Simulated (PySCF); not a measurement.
Two-component Hartree-Fock for W(30+) (tungsten, charge +30)

Start: [Kr] 4d8; 4d3/2 filled at m_j = -3/2, -1/2, +1/2, +3/2; 4d5/2 filled at m_j = -1/2, +1/2, +3/2, +5/2. Calculated with PySCF 2.14 in an even-tempered Gaussian basis (17 s from 2.8 bohr⁻², ratio 2.8; 14 p from 3.6 bohr⁻², ratio 2.8; 9 d from 3.6 bohr⁻², ratio 2.8; 3 f from 17 bohr⁻², ratio 3): generalised Hartree-Fock with the X2C-1e Hamiltonian and a Gaussian nucleus; one run each with spin-orbit coupling (SO) switched off, then screened by Boettger's factors.

```csv
spinor shell,electrons,"ε, spin-free (eV)","ε, screened SO (eV)",weight of nominal j (screened SO),"rms radius, screened SO (bohr)"
1s1/2,2,-71000.6,-70979.0,1.000,0.0208
2s1/2,2,-13314.9,-13307.8,1.000,0.0839
2p1/2,2,-11786.3,-12752.9,1.000,0.0713
2p3/2,4,-11786.3,-11393.9,1.000,0.0788
3s1/2,2,-3972.4,-3969.9,1.000,0.214
3p1/2,2,-3511.9,-3725.6,1.000,0.205
3p3/2,4,-3511.9,-3423.3,1.000,0.219
3d3/2,4,-2979.4,-3018.5,1.000,0.193
3d5/2,6,-2979.4,-2951.1,1.000,0.197
4s1/2,2,-1614.7,-1613.9,1.000,0.447
4p1/2,2,-1444.1,-1508.5,0.999,0.450
4p3/2,4,-1444.1,-1416.6,0.999,0.477
4d3/2,4,-1236.8,-1246.7,0.987,0.472
4d5/2,4,-1236.8,-1229.0,0.991,0.479
```

| quantity | spin-free | screened SO |
| --- | --- | --- |
| E (hartree) | -15678.41765 | -15697.93554 |
| M_J | 4 | 4 |
| ⟨J²⟩ | 20.001 | 20.002 |
| ⟨L²⟩ | 12.001 | 12.937 |
| ⟨S²⟩ | 2.000 | 1.869 |

Each row is a mean over spinors that exchange with the open shell spreads, by up to 20.884 eV (4p3/2).

Breit and QED terms are absent; they matter most for the inner s and p1/2 levels.

Densities and radii are taken from the X2C orbitals without a picture-change correction, which distorts them close to the nucleus.

Without spin-orbit coupling the j labels of p, d and f shells carry no meaning; the spin-free column gives the mean over the occupied spinors of each nl shell.
